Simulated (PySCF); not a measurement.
## Energy of Zr⁻ (zirconium, charge -1) between two integer charges

The 4d alpha orbital of [Kr] 4d3 5s2 is emptied in steps (occupation f), with all orbitals relaxed, ending at [Kr] 4d2 5s2. All numbers are calculated (PySCF 2.14, scalar relativity through the core potential, in def2-TZVPPD with the def2 core potential (28 electrons)). The exact energy is a straight line in f; departures are measured from the line between the end points of the same method.

```tsv
f	PBE0 (eV)	r2SCAN (eV)	LC-wPBE (eV)
1	0.000	0.000	0.000
0.75	-0.338	-0.473	0.142
0.5	-0.453	-0.627	0.186
0.25	-0.341	-0.470	0.139
0	0.000	0.000	0.000
```

Problem. For r2SCAN, how does the orbital energy at f = 1 compare with the removal energy?

Solution. −ε = -1.858 eV against a total-energy difference of 0.677 eV. By Janak's theorem ε = ∂E/∂f, so the gap between them reflects the curvature. Along the path −ε is -0.575 (f = 0.75), 0.690 (f = 0.5), 1.921 (f = 0.25) eV.

| method | E(f=0) − E(f=1) (eV) | −ε at f=1 (eV) | −ε at f=0.5 (eV) |
| --- | --- | --- | --- |
| PBE0 | 0.529 | -1.259 | 0.519 |
| r2SCAN | 0.677 | -1.858 | 0.690 |
| LC-wPBE | 0.312 | 1.083 | 0.302 |

At f = 1 the orbital energy is positive for PBE0, r2SCAN: only the finite basis holds the electron.

Reference removal energy between the ground levels: 0.433 eV (measured; photodetachment measurements, as compiled on the Wikipedia data page of electron affinities). The calculation has no spin-orbit coupling. The determinant left behind need not be the lowest term of the ion.
